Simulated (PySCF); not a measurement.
The dipole of `CSc1cnn([SiH](C)C)n1` from its density and from atomic charges.

Coordinates (GFN2-xTB, Å) and charges (e) from the PBE0/pcSseg-1 density (PySCF):

```
atom       x       y       z  Mulliken      IAO  Hirshfeld  ESP-fitted
  C1   3.062   2.352   0.760   -0.3613  -0.4982    -0.1172     -0.3076
  S2   3.607   0.929  -0.225   +0.0693  +0.1674    +0.0168     -0.1864
  C3   2.075   0.138  -0.433   -0.0462  -0.0730    -0.0072     +0.2857
  C4   1.808  -1.061  -1.128   +0.1018  -0.1095    -0.0388     -0.1129
  N5   0.517  -1.292  -1.034   -0.2170  -0.2243    -0.1254     -0.4790
  N6   0.020  -0.295  -0.323   -0.3331  -0.1310    -0.0089     +0.5235
 Si7  -1.707  -0.179   0.064   +0.9485  +1.0571    +0.4322     +0.6678
  C8  -2.145  -1.744   1.043   -0.6323  -0.7293    -0.2131     -0.5965
  C9  -2.627  -0.113  -1.593   -0.6322  -0.7294    -0.2130     -0.5835
 N10   0.932   0.590   0.057   -0.2571  -0.2656    -0.1350     -0.5437
 H11   3.944   2.949   0.967   +0.1503  +0.1655    +0.0534     +0.1909
 H12   2.613   1.991   1.680   +0.1588  +0.1674    +0.0444     +0.1223
 H13   2.336   2.919   0.186   +0.1589  +0.1675    +0.0444     +0.1250
 H14   2.481  -1.705  -1.651   +0.0916  +0.1750    +0.0641     +0.2011
 H15  -1.778   1.058   0.843   -0.0751  -0.1188    -0.0725     -0.1605
 H16  -1.584  -1.805   1.971   +0.1464  +0.1633    +0.0466     +0.1358
 H17  -3.201  -1.770   1.293   +0.1367  +0.1578    +0.0444     +0.1585
 H18  -1.917  -2.634   0.463   +0.1544  +0.1684    +0.0469     +0.1378
 H19  -2.342   0.759  -2.175   +0.1464  +0.1634    +0.0466     +0.1317
 H20  -2.402  -0.993  -2.190   +0.1544  +0.1685    +0.0468     +0.1354
 H21  -3.702  -0.075  -1.447   +0.1367  +0.1578    +0.0444     +0.1547
```

Problem. Form Σ q r in debye for every column and set it beside the full dipole.

Solution. The full density gives (-1.66, 0.52, 0.63) D, 1.85 D in size; dipole vectors point from the negative to the positive end.

| scheme | μx | μy | μz | size (D) | share of the full size (%) | angle to the full dipole (°) |
| --- | --- | --- | --- | --- | --- | --- |
| Mulliken | -0.83 | 1.70 | 1.20 | 2.24 | 121 | 43 |
| IAO | -1.40 | 1.15 | 0.97 | 2.05 | 111 | 22 |
| Hirshfeld | -1.29 | 0.35 | 0.45 | 1.41 | 76 | 2 |
| ESP-fitted | -1.64 | 0.56 | 0.63 | 1.84 | 100 | 2 |

Problem. Which set comes closest?

Solution. Length of the difference vector: ESP-fitted 0.05 D, Hirshfeld 0.45 D, IAO 0.76 D, Mulliken 1.55 D. Closest: ESP-fitted. 

Problem. What is left for the Hirshfeld atoms' own dipoles?

Solution. The Hirshfeld atoms' densities add up to the full density, so μ = Σ q r + Σ (atomic dipoles). The atomic dipoles sum to (-1.66, 0.52, 0.63) − (-1.29, 0.35, 0.45) = (-0.37, 0.17, 0.18) D, 0.45 D in size.

Problem. With the origin at the mean of the coordinates, (0.000, 0.001, -0.137) Å, which are the largest single terms, by size, of the ESP-fitted dipole along the direction of the full one?

Solution. C8 -5.27, C9 -5.15, Si7 +4.98, H14 -3.11, S2 +2.70 D; all 21 atoms together +1.84 D. The single terms depend on the origin, their sum doesn't.

Problem. Give the size of the full dipole in other units.

Solution. 1.85 D = 0.728 au = 0.385 e·Å = 6.17 × 10⁻³⁰ C·m.

Geometry: GFN2-xTB, one conformer, isolated molecule.

Conformer computed: `[CH3:1][S:2][c:3]1[cH:4][n:5][n:6]([SiH:7]([CH3:8])[CH3:9])[n:10]1`: C1–S2–C3–C4 180°, N5–N6–Si7–C8 60°.
